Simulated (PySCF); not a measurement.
C2H6O3Si, SMILES O[Si]1(O)COC1. Atoms are numbered in the order given.

```xyz
12

O     -1.2080     1.6105     0.0000
Si    -0.0354     0.4470     0.0000
O      1.4022     1.2846     0.0000
C     -0.1778    -1.0514     1.1431
O      0.1311    -1.8903     0.0000
C     -0.1778    -1.0514    -1.1431
H     -0.8958     2.5235     0.0000
H      2.2205     0.7749     0.0000
H      0.5454    -1.2335     1.9567
H     -1.1946    -1.2554     1.5365
H      0.5454    -1.2335    -1.9567
H     -1.1946    -1.2554    -1.5365
```
Charge 0, spin multiplicity 1.

Geometry: r2SCAN-D4/def2-SVP. The structure was generated by enumeration, and PubChem lists no compound with its InChIKey, so it may never have been made. The values are those of a single conformer.

Two levels are set side by side: PBE/pcSseg-1 (PySCF) and PBE0/pcSseg-1 (PySCF). GIAO shifts against H2O (¹⁷O), TMS (²⁹Si), TMS (¹H), TMS (¹³C) at the same level; non-relativistic, no solvent, atoms listed together averaged. Differences are taken from unrounded values.

| quantity | PBE0 |
|---|---|
| δ(²⁹Si) of Si2 (ppm) | -9.8 |
| δ(¹³C) of C4, C6 (ppm) | 83.4 |
| δ(¹⁷O) of O5 (ppm) | -0.2 |

Problem. What does PBE give, and how far is it from PBE0? (Estimate from the structure and the level; the computed values follow.)

Solution. 
| quantity | PBE | PBE minus PBE0 |
|---|---|---|
| δ(²⁹Si) of Si2 (ppm) | -13.4 | -3.6 |
| δ(¹³C) of C4, C6 (ppm) | 87.5 | 4.1 |
| δ(¹⁷O) of O5 (ppm) | 15.5 | 15.7 |

Rough cost on one machine, each run with all the roots and properties that it gave: PBE0 against PBE within a factor of 2.
